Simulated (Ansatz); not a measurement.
Ideal-gas functions of BClH₃OSi, SMILES `[SiH3]O[B]Cl` radical at 500 K and 1 bar, from an Ansatz frequency run at PBE0-D4/def2-TZVP.

Molar mass 93.37 g/mol, point group Cs (symmetry number 1), electronic degeneracy 2, moments of inertia 10.223, 331.792, 336.046 u Å². Harmonic wavenumbers (cm⁻¹, unscaled): 64, 90, 114, 310, 698, 723, 765, 867, 949, 953, 960, 1418, 2252, 2265, 2267.

Use S(trans) = R[1.5 ln M + 2.5 ln T − 1.1517]; rotational temperatures θ = 24.2544 K / I; S(rot) = R[ln(√π/σ · √(T³/θAθBθC)) + 1.5]; for each mode x = 1.438777 ν̃/T, S = R[x/(eˣ − 1) − ln(1 − e⁻ˣ)] and H = RT x/(eˣ − 1); 1 cm⁻¹ = 0.0119627 kJ/mol; R = 8.31446 J/(mol·K).

**Question.** By hand: the entropy, in J/(mol·K).

**Answer.** Translation 176.2. Rotation: θ = 2.3725, 0.0731, 0.0722 K, giving 112.9. Vibration, mode by mode: 22.39, 19.57, 17.62, 9.53, 3.79, 3.58, 3.25, 2.58, 2.14, 2.12, 2.09, 0.72, 0.10, 0.09, 0.09, in all 89.7. Electronic 5.8. Sum 384.6 J/(mol·K).

**Question.** By hand: H − E and G − E in kJ/mol, counted from the electronic energy.

**Answer.** Zero-point energy ½ × 14695 × 0.0119627 = 87.9; thermal vibration 20.9; translation, rotation and pV give 4 RT = 16.6. H − E = 125.4 kJ/mol, and G − E = 125.4 − 500 × 384.6/1000 = -66.9 kJ/mol.

Vibration gives 23 % of the entropy, 59.6 J/(mol·K) of it from the modes under 150 cm⁻¹: soft modes count most, and the harmonic formula is weakest for them. The sum counts one conformer and one mirror image; others add a mixing term.
